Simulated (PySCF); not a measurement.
## CdP⁺: frontier orbitals

r²SCAN at R = 2.510 Å; basis Cd def2-SVPD with ECP28, P def2-SVPD; scalar-relativistic core potentials; PySCF 2.14. State: ³Σ⁻ (triplet), unpaired electrons π ↑↑. Only the outer orbitals are listed, counted within each symmetry, core potentials removing the inner ones.

```
spin  orbital  occ.  ε (eV)  on Cd (%)           main shells (%)
   α       3π     1  -19.89         99                   99 Cd d
   α       3π     1  -19.89         99                   99 Cd d
   α       1δ     1  -19.76        100                  100 Cd d
   α       1δ     1  -19.76        100                  100 Cd d
   α       7σ     1  -19.58         79           78 Cd d, 21 P s
   α       8σ     1  -13.46         46           49 P p, 44 Cd s
   α       4π     1  -12.27          3                    96 P p
   α       4π     1  -12.27          3                    96 P p
   α       9σ     0  -10.02         65  49 Cd s, 35 P p, 16 Cd p
   α       5π     0   -6.11         90                   90 Cd p
   α       5π     0   -6.11         90                   90 Cd p
   β       3π     1  -19.90        100                  100 Cd d
   β       3π     1  -19.90        100                  100 Cd d
   β       1δ     1  -19.79        100                  100 Cd d
   β       1δ     1  -19.79        100                  100 Cd d
   β       7σ     1  -18.28         29           71 P s, 21 Cd d
   β       8σ     1  -13.00         61           60 Cd s, 31 P p
   β       9σ     0   -9.70         55  44 P p, 28 Cd s, 26 Cd p
   β       4π     0   -9.23         14           86 P p, 13 Cd p
   β       4π     0   -9.23         14           86 P p, 13 Cd p
```

Q: Which are the highest filled and the lowest empty level, where do they sit, and how wide is the gap?

A: Highest filled α 4π at -12.27 eV (in %: 96 P p); lowest empty α 9σ at -10.02 eV (in %: 49 Cd s, 35 P p, 16 Cd p); the gap at r²SCAN is 2.25 eV.

```json
{"bond order (Mayer)": "1.12", "⟨S²⟩": "2.036", "charge on Cd (Mulliken, basis-dependent)": "0.77", "charge on Cd (Löwdin, basis-dependent)": "0.71", "dipole moment (positive dipole points towards P; it is taken about the centre of mass and depends on that origin)": "-0.41 D"}
```

Spin–orbit coupling is left out. The state was picked by a PBE0 search and need not be the measured ground state.
